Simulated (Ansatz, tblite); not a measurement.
Forces on InH2(SMe) (CH5InS) at its B3LYP-D4/def2-TZVP geometry. Charge 0, multiplicity 1.

In the def2 sets In takes a core potential; there is no spin–orbit coupling. The xTB rows come from tblite.

GFN1-xTB (tblite), largest force 0.31 eV/Å:

```xyz
8
positions Å, forces eV/Å
In   -1.862   -0.212   -0.125   -0.137    0.102    0.035
H    -1.799    1.422    0.418   -0.148   -0.077   -0.029
H    -3.210   -1.211   -0.488   -0.001    0.085    0.027
S     0.295   -1.217   -0.420    0.312   -0.004    0.008
C     1.460    0.110    0.081   -0.057   -0.159   -0.069
H     0.950    1.055    0.255    0.059    0.052    0.021
H     2.192    0.244   -0.713   -0.023   -0.013    0.040
H     1.973   -0.191    0.993   -0.005    0.014   -0.032
```

GFN2-xTB (tblite), largest force 0.33 eV/Å:

```
In 0.259 -0.038 -0.012
H -0.155 0.084 0.021
H -0.172 0.097 0.033
S 0.325 -0.041 -0.006
C 0.149 -0.024 0.016
H -0.237 0.092 0.000
H -0.095 -0.086 -0.006
H -0.074 -0.083 -0.046
```

r2SCAN-D4/def2-TZVP (Ansatz), largest force 0.20 eV/Å:

```
In 0.105 -0.044 -0.014
H 0.005 -0.089 -0.029
H 0.089 0.054 0.020
S -0.104 0.162 0.056
C -0.083 -0.081 -0.028
H -0.041 0.035 0.003
H 0.019 -0.008 -0.040
H 0.011 -0.029 0.033
```
